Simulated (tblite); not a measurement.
Species: C4H10B2FN.
Numbering: `[BH2:1][N:2]([BH:3][F:4])[CH:5]1[CH2:6][CH2:7][CH2:8]1` (hydrogens: H9, H10 on B1; H11 on B3; H12 on C5; H13, H14 on C6; H15, H16 on C7; H17, H18 on C8)

Computed with GFN2-xTB (tblite), gas phase: L-BFGS steps from a force-field or distance-geometry start until the largest atomic force falls under 0.01 eV/Å.

Step 37: E = -649.9079 eV
```
atom  x, y, z in Å  |  force x, y, z in eV/Å
B1     -1.7950    1.3509    0.0192   -0.106  -0.233   0.146
N2     -1.1539    0.0986   -0.1368   -0.116   0.028   0.060
B3     -1.8523   -0.9311   -0.8275    0.204  -0.193   0.186
F4     -1.5618   -2.2006   -0.5219   -0.127   0.279  -0.195
C5      0.0372   -0.3035    0.6288   -0.086   0.085  -0.033
C6      1.0684   -1.0691   -0.2291   -0.057  -0.007   0.053
C7      1.9547    0.1721   -0.2688    0.031   0.150   0.084
C8      1.0964    0.8009    0.8337   -0.175  -0.064   0.051
H9     -1.5076    2.0785    0.8881    0.154   0.024  -0.054
H10    -2.7269    1.5869   -0.6513    0.143  -0.011  -0.033
H11    -2.6919   -0.7274   -1.6159    0.020  -0.072   0.058
H12    -0.2832   -0.8164    1.5462    0.031   0.046  -0.148
H13     1.5164   -1.9045    0.2998   -0.016  -0.073   0.003
H14     0.7194   -1.3904   -1.2000   -0.151  -0.202  -0.129
H15     1.8681    0.7083   -1.2079    0.084   0.047  -0.103
H16     2.9999    0.0134   -0.0302    0.136   0.047   0.007
H17     1.5729    0.7329    1.8100   -0.108   0.104   0.007
H18     0.7304    1.8065    0.6517    0.140   0.043   0.041
```

Step 38: E = -649.9195 eV
```
atom  x, y, z in Å  |  force x, y, z in eV/Å
B1     -1.8002    1.3450    0.0252   -0.072  -0.123   0.122
N2     -1.1588    0.0958   -0.1298   -0.041   0.037   0.026
B3     -1.8519   -0.9337   -0.8243    0.113   0.048   0.091
F4     -1.5675   -2.1959   -0.5248   -0.041  -0.040  -0.108
C5      0.0377   -0.3015    0.6289   -0.103   0.039  -0.032
C6      1.0677   -1.0678   -0.2300   -0.055  -0.020  -0.014
C7      1.9558    0.1752   -0.2693    0.003   0.092   0.073
C8      1.0964    0.8021    0.8347   -0.163  -0.037   0.034
H9     -1.4981    2.0783    0.8855    0.110   0.011  -0.061
H10    -2.7244    1.5858   -0.6549    0.130  -0.020   0.005
H11    -2.6848   -0.7275   -1.6178   -0.016  -0.052   0.037
H12    -0.2824   -0.8185    1.5418    0.041   0.031  -0.073
H13     1.5154   -1.9060    0.2952   -0.011  -0.048   0.030
H14     0.7125   -1.3976   -1.1986   -0.103  -0.123  -0.084
H15     1.8692    0.7094   -1.2113    0.089   0.034  -0.038
H16     3.0016    0.0180   -0.0274    0.099   0.037  -0.016
H17     1.5686    0.7365    1.8145   -0.099   0.091  -0.036
H18     0.7342    1.8085    0.6506    0.119   0.042   0.044
```

Step 39: E = -649.9297 eV
```
atom  x, y, z in Å  |  force x, y, z in eV/Å
B1     -1.8066    1.3395    0.0320   -0.013   0.014   0.085
N2     -1.1708    0.0888   -0.1144    0.040   0.029  -0.040
B3     -1.8543   -0.9382   -0.8179    0.042   0.090  -0.001
F4     -1.5476   -2.2009   -0.5559   -0.030  -0.124  -0.062
C5      0.0360   -0.2994    0.6315   -0.089  -0.027  -0.050
C6      1.0648   -1.0661   -0.2302   -0.038  -0.035  -0.066
C7      1.9569    0.1791   -0.2673   -0.031  -0.008   0.047
C8      1.0931    0.8046    0.8360   -0.119  -0.005  -0.011
H9     -1.4786    2.0817    0.8764    0.044   0.000  -0.060
H10    -2.7149    1.5930   -0.6659    0.113  -0.046   0.069
H11    -2.6983   -0.7265   -1.6001   -0.008  -0.058   0.055
H12    -0.2788   -0.8221    1.5401    0.047   0.013   0.024
H13     1.5125   -1.9108    0.2874   -0.021   0.008   0.061
H14     0.7007   -1.4057   -1.1959   -0.029  -0.009  -0.029
H15     1.8737    0.7063   -1.2168    0.097   0.028   0.069
H16     3.0039    0.0253   -0.0166    0.009   0.021  -0.060
H17     1.5614    0.7449    1.8191   -0.094   0.072  -0.077
H18     0.7381    1.8127    0.6468    0.081   0.038   0.047
```

Question: Estimate the geometry and energy of step 40. (The exact step hangs on the optimiser's Hessian estimate; all steps are aligned on step 39, rigid shifts and turns removed.)

Answer: E = -649.9333 eV, largest force 0.137 eV/Å
```
atom  x, y, z in Å  |  force x, y, z in eV/Å
B1     -1.8076    1.3374    0.0361    0.031   0.023   0.049
N2     -1.1759    0.0840   -0.1056    0.039   0.031  -0.056
B3     -1.8552   -0.9401   -0.8152    0.036   0.005  -0.014
F4     -1.5417   -2.2073   -0.5743   -0.032  -0.047  -0.048
C5      0.0340   -0.3007    0.6343   -0.040  -0.040  -0.048
C6      1.0625   -1.0662   -0.2311   -0.020  -0.026  -0.040
C7      1.9561    0.1807   -0.2652   -0.044  -0.050   0.018
C8      1.0884    0.8060    0.8363   -0.058  -0.003  -0.039
H9     -1.4674    2.0858    0.8687    0.027   0.006  -0.031
H10    -2.7075    1.5959   -0.6692    0.078  -0.052   0.075
H11    -2.7024   -0.7259   -1.5919   -0.028  -0.047   0.042
H12    -0.2738   -0.8244    1.5441    0.038   0.007   0.036
H13     1.5113   -1.9135    0.2832   -0.035   0.037   0.056
H14     0.6941   -1.4063   -1.1960    0.000   0.026  -0.011
H15     1.8766    0.7048   -1.2175    0.089   0.032   0.099
H16     3.0044    0.0289   -0.0124   -0.042   0.011  -0.061
H17     1.5580    0.7523    1.8187   -0.091   0.051  -0.059
H18     0.7373    1.8148    0.6454    0.053   0.036   0.032
```

The energy changes by -0.0036 eV. The first-order estimate −F·Δx gives -0.0050 eV and the mean of the old and new forces, exact on a quadratic surface, -0.0037 eV. The step makes an angle of 69° with the force vector and moves no atom by more than 0.020 Å.

The cost below is that of the whole relaxation. Time: 1.9 s wall. Hardware: one thread, Intel Xeon at 2.50 GHz (x86_64), no GPU, on a shared host.
